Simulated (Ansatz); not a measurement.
`C[B](Cl)[GeH3]` → `CBCl` + `[GeH2]` at 600 K and 1 bar (germylene loss).

Computed with Ansatz on PBE0-D4/def2-TZVP structures; ΔE is electronic, products minus reactants. CCSD(T)/CBS adds triple-zeta CCSD(T) − MP2 to the extrapolated MP2 energy (def2 sets, frozen cores). For Ge outer-core shells are correlated without core-valence functions, which leaves a few kJ/mol of doubt a bond. Scalar relativity is left out up to krypton.

```tsv
species	CCSD(T)/CBS energy (Eh)	H − E (kJ/mol)	S (J/(mol·K))
`C[B](Cl)[GeH3]`	-2602.38061	230.4	462.2
`CBCl`	-525.07110	169.4	342.6
`[GeH2]`	-2077.24753	50.4	247.2
```

H − E and S are ideal-gas, rigid-rotor, harmonic terms from PBE0-D4/def2-TZVP, for one conformer and one mirror image of each species. 1 Eh = 2625.50 kJ/mol, R = 8.31446 J/(mol·K).

Problem. By hand: ΔE, ΔH, ΔS and ΔG.

Solution. ΔE = (-525.07110) + (-2077.24753) − (-2602.38061) = 0.06198 Eh = 162.7 kJ/mol. Δ(H − E) = 169.4 + 50.4 − 230.4 = -10.6, so ΔH = 152.1 kJ/mol. ΔS = 342.6 + 247.2 − 462.2 = 127.6 J/(mol·K). ΔG = 152.1 − 600 × (127.6)/1000 = 75.5 kJ/mol.

Problem. By hand: the equilibrium constant, and the temperature at which ΔG would vanish if ΔH and ΔS stayed fixed.

Solution. log₁₀ K = −ΔG/(RT ln 10) = -6.6. ΔG = 0 at ΔH/ΔS = 1192 K.

The number of gas molecules changes by +1, which sets the sign of ΔS. A doubt of 5 kJ/mol in ΔE shifts log₁₀ K by 0.4 here. Other conformers and mirror images would add mixing entropy, several J/(mol·K) or more a flexible species. Modes under 60 cm⁻¹, often nearly free rotors, make the harmonic entropy too high. These are equilibria of isolated gas molecules and say nothing of rates. Largest T1 diagnostic: 0.012 (customary marks: 0.02 for closed shells, 0.045 for open ones).
